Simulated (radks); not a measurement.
The numbers below are computed, except where a source is named.
Question: These are the eigenvalues of the occupied orbitals of an atom or ion with whole-number occupations (eV). Code: a radial shooting solver on a logarithmic mesh with Libxc functionals. Model: scalar-relativistic Kohn-Sham, LDA (Slater exchange, Perdew-Wang correlation), spin-polarised, spherical densities, finite nucleus; Fermi nuclear charge, rms radius of each element as measured or else 0.836 A^(1/3) + 0.57 fm.

| orbital | eigenvalue |
|---|---|
| 1s up | -10738.76 |
| 1s down | -10736.66 |
| 2s up | -1783.189 |
| 2s down | -1781.224 |
| 2p up | -1623.879 |
| 2p down | -1621.483 |
| 3s up | -585.7063 |
| 3s down | -579.5132 |
| 3p up | -535.6902 |
| 3p down | -529.4939 |

Which element is it, and in what charge state? The configuration may be excited. Open shells, if any, are filled with parallel spins first.

Answer: Z = 31, gallium, charge +15: Ga15+ in [Ne] 3s2 3p4. The list shows which subshells hold electrons but not how many an open one holds; the 1s level, -394.64 hartree, gives Z - s = 28.1 by -(Z - s)^2/2, which with screening and relativity narrows Z to a few neighbours, and the depths of the outer levels then fix element, charge and occupations together.
